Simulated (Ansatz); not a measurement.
```yaml
crystal:
  periodic: [false, false, false]
  atoms:
    - {symbol: O, position_ang: [-1.428004, 0.012375, -1.041690]}
    - {symbol: Si, position_ang: [-0.235870, 0.746314, -0.146121]}
    - {symbol: Ga, position_ang: [1.048152, -1.115506, 0.725538]}
    - {symbol: H, position_ang: [-2.061796, 0.579848, -1.483323]}
    - {symbol: H, position_ang: [0.569752, 1.672124, -0.999831]}
    - {symbol: H, position_ang: [-0.832882, 1.604558, 0.922518]}
    - {symbol: H, position_ang: [2.264654, -1.711218, -0.075712]}
    - {symbol: H, position_ang: [0.676004, -1.788496, 2.098620]}
basis:
  gaussian: {orbitals: cc-pVTZ, fitting: {mean_field: def2-universal-jkfit}}
hamiltonian: {xc: {name: PBE0}, dispersion: d3bjatm}
multiplicity: 3
```

```sh
$ ansatz run in.yaml --threads 2 --pin off --events-out ev --progress --plain --max-ram 4352MiB
```

Q: How does Ansatz answer? (Estimate.)

A: Computed: The input was rejected before any iteration.
```
Error: YAML parse error: error: line 15 column 1: unknown field `multiplicity`, expected one of crystal, accuracy, basis, kpoints, hamiltonian, magnetization, projection, total_charge, correlation, batch, efield, external_charges, scf, relax, neb, saddle, md, ramp, phonons, dielectric, real_time, elastic, magnetic_configurations, gw, evaluate, workflow, output, checkpoint, execution
13 |   gaussian: {orbitals: cc-pVTZ, fitting: {mean_field: def2-univer…
14 | hamiltonian: {xc: {name: PBE0}, dispersion: d3bjatm}
15 | multiplicity: 3
```
